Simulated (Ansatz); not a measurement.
Mulliken charges of BClH2Zn, SMILES `Cl[BH][ZnH]` from ωB97M-V/def2-TZVPP in Ansatz (PBE0-D4/def2-TZVP geometry).

```tsv
atom	x (Å)	y (Å)	z (Å)	charge (e)
Cl1	-0.745	-1.439	1.491	-0.107
B2	-0.687	-0.470	0.030	0.026
Zn3	0.950	0.766	-0.321	0.098
H4	-1.646	-0.616	-0.671	0.075
H5	2.178	1.685	-0.570	-0.092
```

By hand: the dipole of these point charges (1 e Å = 4.8032 D).

Σ q r = (-0.169, 0.016, -0.188) e Å, of length 0.253 e Å = 1.22 D.

How does the dipole of the full density compare? (Best estimate.)

The calculation gave: (-0.047, 0.037, -0.104) e Å, 0.58 D; the point charges give 2.10 times that, at 22° from its direction.

Point charges leave out the atoms' own dipoles, such as those of lone pairs, and Mulliken's split depends on the basis, so the two needn't agree.
